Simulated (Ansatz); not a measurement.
Cost and result for the atomization energy of BFGaHO, SMILES `F[B]1[O][GaH]1` (5 atoms, 5 bonds).

```
atom   x (Å)   y (Å)   z (Å)
  F1   1.266   1.054   1.550
  B2   0.638   0.429   0.583
  O3   0.947  -0.103  -0.563
 Ga4  -1.036  -0.320  -0.220
  H5  -1.815  -1.060  -1.350
```

Charge 0, multiplicity 1. Correlated methods include outer-core shells of Ga, which these sets cover unevenly. Scalar relativity is left out up to krypton. Geometry: relaxed with PBE0-D4/def2-TZVP. Program: Ansatz. All runs use 2 threads of an Arm Neoverse V1 on a shared host. Times are those of one run each, without the atoms' runs, and a repeat can differ threefold. Electronic energies, without spin–orbit coupling; frozen cores. CCSD(T)/CBS adds CCSD(T) − MP2 in def2-TZVPP to the MP2 limit, and its time is that of the two runs behind it. T1 = 0.017. With those shells the extrapolation isn't a true limit. B3LYP takes the VWN-RPA correlation (the form of Gaussian; ORCA's B3LYP/G).

CCSD(T)/CBS is a level of theory with its own doubt, some kJ/mol a heavy atom from the limit and from the frozen cores, so smaller differences don't rank the functionals.

```tsv
level	functions	wall time
BLYP-D4/def2-TZVPP	155	1.8 s
PBE-D4/def2-TZVPP (with forces)	155	2 s
B3LYP-D4/def2-TZVPP (with forces)	155	3.2 s
CCSD(T)/def2-SVP	79	4 s
B2PLYP/def2-TZVPP	155	4.5 s
PBE-QIDH/def2-TZVPP	155	4.6 s
r2SCANh-D4/def2-TZVPP	155	4.7 s
B97M-V/def2-TZVPP	155	6.5 s
ωB97X-V/def2-TZVPP	155	7 s
ωB97M-V/def2-TZVPP (with forces)	155	10 s
MP2/def2-QZVPP	290	17 s
CCSD(T)/def2-TZVPP	155	46 s
CCSD(T)/CBS(def2)	–	63 s
```

**Question.** What atomization energy does each give, and how far from CCSD(T)/CBS? (Best estimate.)

**Answer.** Computed: 
```
                            level  atomization (kJ/mol)  difference from CCSD(T)/CBS  per bond
               BLYP-D4/def2-TZVPP                1876.6                         14.0       2.8
  PBE-D4/def2-TZVPP (with forces)                1936.9                         74.3      14.9
B3LYP-D4/def2-TZVPP (with forces)                1848.1                        -14.5      -2.9
                 CCSD(T)/def2-SVP                1766.6                        -96.0     -19.2
                B2PLYP/def2-TZVPP                1850.2                        -12.4      -2.5
              PBE-QIDH/def2-TZVPP                1853.5                         -9.1      -1.8
            r2SCANh-D4/def2-TZVPP                1869.3                          6.7       1.3
                B97M-V/def2-TZVPP                1886.7                         24.1       4.8
               ωB97X-V/def2-TZVPP                1861.9                         -0.7      -0.1
 ωB97M-V/def2-TZVPP (with forces)                1864.5                          1.9       0.4
                   MP2/def2-QZVPP                1942.3                         79.7      15.9
               CCSD(T)/def2-TZVPP                1817.2                        -45.4      -9.1
                CCSD(T)/CBS(def2)                1862.6                          0.0       0.0
```

From BLYP to BHLYP (50 % exact exchange), in def2-TZVPP and without D4, the atomization energy moves by −118.7 kJ/mol: exact exchange takes away binding that semilocal exchange gives to molecules. The D4 term adds +14.0 kJ/mol with B3LYP and +7.1 kJ/mol with PBE0; it sums over pairs of atoms, weighted by their polarisabilities, and B3LYP, whose exchange is more repulsive, gets the larger term. At CCSD(T), def2-SVP lies −95.9 kJ/mol from the extrapolated value and def2-TZVPP −45.3 kJ/mol: correlation converges slowly with the basis, and small sets miss more of it in the bonded molecule than in its fragments.
